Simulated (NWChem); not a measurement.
Species: C₂H₉NSi; SMILES C[C@@H](N)[SiH3]

```xyz
13

C     -1.2221     1.2299     0.1027
C      0.0177     0.5003    -0.3975
N      1.2212     1.1627     0.1083
Si    -0.0062    -1.3622     0.0250
H     -1.1553     2.3003    -0.1487
H     -1.3184     1.1530     1.1991
H     -2.1431     0.8204    -0.3398
H      0.0385     0.5847    -1.4995
H      2.0645     0.7305    -0.2649
H      1.2774     1.0736     1.1229
H      1.2363    -2.0040    -0.5125
H      0.0060    -1.5148     1.5164
H     -1.1935    -2.0974    -0.5203
```
Atoms are numbered in this order, from 1.

All runs: NWChem. The geometry was optimised at PBE0/def2-SVP. Level: PBE0/def2-SVP with SMD (1 M gas to 1 M solution), gas-phase geometry. Reactions with the solvent are ignored.

For solvent toluene:

```
Property                                     Value
-------------------------------------------  -----
solvation free energy (kcal/mol)              -2.5
cavity-dispersion-structure term (kcal/mol)   -0.1
```

Question: How do the values read with solvent water instead?

Answer: 
- solvation free energy (kcal/mol) = -0.9
- cavity-dispersion-structure term (kcal/mol) = 3.4
